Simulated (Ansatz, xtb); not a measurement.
**CHGaSi−: where a starting geometry ends**

The starting geometry of this gas-phase doublet has its atoms placed at random.

```xyz
4

C    -1.1386   -0.8651   -0.6173
Ga    0.8973    0.9589    0.0017
Si   -0.1722   -0.3277    1.5602
H     1.6595   -0.5484   -0.7692
```

Problem. One run relaxed it with r2SCAN-D4/def2-SVPD. What is a likely outcome?

Solution. It ends as a structure given below by its coordinates. Distances that change by over a tenth: Ga2–H4 (1.86 → 1.61 Å). Contacts that open: Ga2–Si3 (2.29 → 3.53 Å). Contacts that close: C1–Ga2 (2.80 → 1.86 Å), C1–Si3 (2.44 → 1.68 Å).

The energy falls by 4.33 eV over 17 steps:

```
step  E − E(last) (eV)
   1             4.327
   3             1.924
   5             0.686
   6             0.489
   8             0.240
  10             0.048
  12             0.016
  13             0.002
  15             0.000
  17             0.000
```

Final geometry (Å):

```xyz
4

C    -0.3071   -0.2767    0.5348
Ga    0.9208    0.4820   -0.6378
Si   -1.5379   -0.7079    1.5994
H     2.1702   -0.2798   -1.3210
```

From the same start GFN2-xTB ends elsewhere, in pieces: CGaSi + H.

From so rough a start the end depends on the optimiser's path, so another program may land elsewhere. No frequencies were run, so the end isn't proven a minimum. Open shells are spin-unrestricted. Run with Ansatz 0.2.0, 6.5 min on 1 thread of Intel(R) Xeon(R) Processor @ 2.50GHz (Skylake/Cascade Lake), with other jobs on the host.
